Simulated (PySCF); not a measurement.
# Working out the ionisation energy of Kr

Kr [Kr] (1S) → Kr⁺ [Ar] 3d10 4s2 4p5 (2P). All numbers are calculated (PySCF 2.14, the non-relativistic Hamiltonian (point nucleus), in def2-SVP (5s4p3d, 32 functions)). Frozen: [Ar] 3d10. Energies in hartree (1 hartree = 27.21139 eV):

```json
{"part": "UHF", "Kr (lower)": "-2751.669879", "Kr⁺ (upper)": "-2751.185325"}
{"part": "CCSD correlation", "Kr (lower)": "-0.135913", "Kr⁺ (upper)": "-0.115388"}
{"part": "(T)", "Kr (lower)": "-0.001404", "Kr⁺ (upper)": "-0.001297"}
```

**Question.** What does Hartree-Fock give?

**Answer.** (-2751.185325) − (-2751.669879) = 0.484554 hartree = 13.185 eV.

**Question.** What do CCSD and CCSD(T) give?

**Answer.** The CCSD correlation energies differ by 0.020525 hartree = 0.559 eV and the triples by 0.000107 hartree = 0.003 eV, so CCSD gives 13.744 eV and CCSD(T) 13.747 eV.

Measured between the centres of the two terms (NIST): 14.222 eV, so CCSD(T) (valence) is off by -0.475 eV.

The calculation is non-relativistic.

A double-zeta basis recovers only part of the correlation energy.

What remains against the reference includes basis incompleteness, the frozen core and higher excitations.
